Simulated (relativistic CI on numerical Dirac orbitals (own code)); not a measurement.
## Sensitivity of the levels of Ga13+ to α and to the nuclear radius

These numbers are calculated, not measured: Dirac-Coulomb-Breit CI, KLI orbitals optimised for each configuration, derivatives by finite differences, unscaled Slater integrals, QED left out (own radial code, finite nucleus).

CI space (outside the closed core [Ne]): 3s2 3p6, 3s2 3p5 3d, 3s 3p6 3d, 3s2 3p5 4s, 3p6 3d2, 3p5 3d3, 3p5 3d2 4s. Double excitations out of closed p, d and f shells are left out; levels of such configurations are missing from the list, as are those of other unlisted configurations, and high levels can miss mixing partners.

With x = (α/α₀)² − 1 an excitation energy changes as ω = ω₀ + qx; K = 2q/ω₀ is the relative enhancement. Terms are leading LS components, so labels can repeat. The field-shift factor is F = δν/δ⟨r²⟩ for the transition from the lowest level.

Lowest level 3s2 3p6 1S_0.

```tsv
Level	ω₀ (cm⁻¹)	q (cm⁻¹)	F (GHz/fm²)
3s2 3p5 3d 3P°_0	555906	3136	0.62
3s2 3p5 3d 3P°_1	562268	8042	0.612
3s2 3p5 3d 3P°_2	575619	18250	0.601
3s2 3p5 3d 3F°_4	586614	9314	0.67
3s2 3p5 3d 3F°_3	591863	8941	0.628
3s2 3p5 3d 3F°_2	602870	16950	0.592
3s2 3p5 3d 3D°_3	631522	9304	0.707
3s2 3p5 3d 1D°_2	642102	30770	0.547
3s2 3p5 3d 3D°_1	645238	24600	0.591
3s2 3p5 3d 3D°_2	655397	39650	0.559
3s2 3p5 3d 1F°_3	660073	44020	0.532
3s2 3p5 3d 1P°_1	835290	24990	0.71
3s 3p6 3d 3D_1	1102739	56160	-36.6
```

At this charge energies of transitions that change n are usually good to better than 1 %, and those within a shell (Δn = 0) to a few per cent.

Task: Which transition from the lowest level has the largest |K|?

Result: 3s2 3p5 3d 1F°_3 at 660073 cm⁻¹, K = 0.133.
